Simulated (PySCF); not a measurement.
Sb(SiH3)(TeH)2 (H5SbSiTe2), SMILES [SiH3][Sb]([TeH])[TeH].

Geometry optimised at PBE-D3(BJ)/def2-SVP. The def2 effective core potentials stand for the cores of Sb, Te; spin–orbit coupling is left out.

Level of theory: PBE-D3(BJ)/def2-SVP (PySCF).

Frequencies are harmonic and unscaled.

Computed harmonic wavenumbers and intensities:
```json
[
 {"mode": "1", "ν (cm⁻¹)": "39", "IR (km/mol)": "0.0", "moving atoms (share of kinetic energy)": "H 64 %, Si 28 %"},
 {"mode": "2", "ν (cm⁻¹)": "51", "IR (km/mol)": "0.1", "moving atoms (share of kinetic energy)": "Te 77 %, Sb 17 %"},
 {"mode": "3", "ν (cm⁻¹)": "73", "IR (km/mol)": "0.5", "moving atoms (share of kinetic energy)": "Si 43 %, Sb 25 %, Te 21 %, H 11 %"},
 {"mode": "4", "ν (cm⁻¹)": "77", "IR (km/mol)": "0.1", "moving atoms (share of kinetic energy)": "H 51 %, Si 35 %, Te 13 %"},
 {"mode": "5", "ν (cm⁻¹)": "131", "IR (km/mol)": "0.1", "moving atoms (share of kinetic energy)": "H 96 %"},
 {"mode": "6", "ν (cm⁻¹)": "138", "IR (km/mol)": "0.8", "moving atoms (share of kinetic energy)": "H 99 %"},
 {"mode": "7", "ν (cm⁻¹)": "171", "IR (km/mol)": "1.1", "moving atoms (share of kinetic energy)": "Te 53 %, Sb 46 %"},
 {"mode": "8", "ν (cm⁻¹)": "175", "IR (km/mol)": "16.1", "moving atoms (share of kinetic energy)": "Sb 55 %, Te 42 %"},
 {"mode": "9", "ν (cm⁻¹)": "295", "IR (km/mol)": "0.5", "moving atoms (share of kinetic energy)": "Si 72 %, Sb 20 %, H 8 %"},
 {"mode": "10", "ν (cm⁻¹)": "463", "IR (km/mol)": "0.1", "moving atoms (share of kinetic energy)": "H 93 %"},
 {"mode": "11", "ν (cm⁻¹)": "467", "IR (km/mol)": "0.6", "moving atoms (share of kinetic energy)": "H 93 %"},
 {"mode": "12", "ν (cm⁻¹)": "538", "IR (km/mol)": "6.7", "moving atoms (share of kinetic energy)": "H 96 %"},
 {"mode": "13", "ν (cm⁻¹)": "538", "IR (km/mol)": "10.1", "moving atoms (share of kinetic energy)": "H 95 %"},
 {"mode": "14", "ν (cm⁻¹)": "816", "IR (km/mol)": "307.9", "moving atoms (share of kinetic energy)": "H 92 %, Si 8 %"},
 {"mode": "15", "ν (cm⁻¹)": "893", "IR (km/mol)": "21.7", "moving atoms (share of kinetic energy)": "H 97 %"},
 {"mode": "16", "ν (cm⁻¹)": "900", "IR (km/mol)": "23.9", "moving atoms (share of kinetic energy)": "H 97 %"},
 {"mode": "17", "ν (cm⁻¹)": "2048", "IR (km/mol)": "6.7", "moving atoms (share of kinetic energy)": "H 99 %"},
 {"mode": "18", "ν (cm⁻¹)": "2048", "IR (km/mol)": "63.8", "moving atoms (share of kinetic energy)": "H 99 %"},
 {"mode": "19", "ν (cm⁻¹)": "2147", "IR (km/mol)": "55.1", "moving atoms (share of kinetic energy)": "H 99 %"},
 {"mode": "20", "ν (cm⁻¹)": "2169", "IR (km/mol)": "65.2", "moving atoms (share of kinetic energy)": "H 96 %"},
 {"mode": "21", "ν (cm⁻¹)": "2177", "IR (km/mol)": "52.9", "moving atoms (share of kinetic energy)": "H 96 %"}
]
```
